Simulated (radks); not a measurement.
The numbers below are computed, except where a source is named.
Problem. Bi2+, configuration [Hg] 6p1. Level of theory: non-relativistic Kohn-Sham, LDA (Slater exchange, Perdew-Zunger correlation), spin-polarised, spherical densities, point nucleus; open shells are filled with parallel spins first (spin-orbit coupling, left out, can overturn this in heavy ions); relativity is left out, which matters for an element this heavy (a radial shooting solver on a logarithmic mesh with Libxc functionals). Some entries of the table are withheld. Estimate them.

orbital,occ.,eigenvalue (eV),r(max) (bohr)
1s up,1,-80986.33,0.01211
1s down,1,-80986.31,0.01211
2s up,1,-13703.36,0.06572
2s down,1,-13703.35,0.06572
2p up,3,-13207.19,0.05091
2p down,3,-13207.18,0.05091
3s up,1,-3299.423,0.1790
3s down,1,-3299.413,0.1790
3p up,3,-3061.854,0.1681
3p down,3,-3061.843,0.1681
3d up,5,-2616.923,0.1316
3d down,5,-2616.913,0.1316
4s up,1,-753.9497,0.3963
4s down,1,-753.9313,0.3963
4p up,3,-649.1399,0.3944
4p down,3,-649.1204,0.3944
4d up,5,-455.0173,0.3847
4d down,5,-454.9969,0.3847
4f up,7,-191.0080,0.3370
4f down,7,-190.9862,0.3370
5s up,1,-142.7549,0.8552
5s down,1,-142.7030,0.8552
5p up,3,-106.8718,0.8968
5p down,3,-106.8115,0.8968
5d up,5,-48.1831,(1)
5d down,5,-48.0549,(2)
6s up,1,(3),2.054
6s down,1,(4),2.045
6p up,1,(5),2.357
6p down,0,(6),2.350

Solution. 
(1) 5d up r(max) (bohr): 1.025
(2) 5d down r(max) (bohr): 1.025
(3) 6s up eigenvalue (eV): -27.4034
(4) 6s down eigenvalue (eV): -26.7898
(5) 6p up eigenvalue (eV): -19.6376
(6) 6p down eigenvalue (eV): -18.9900
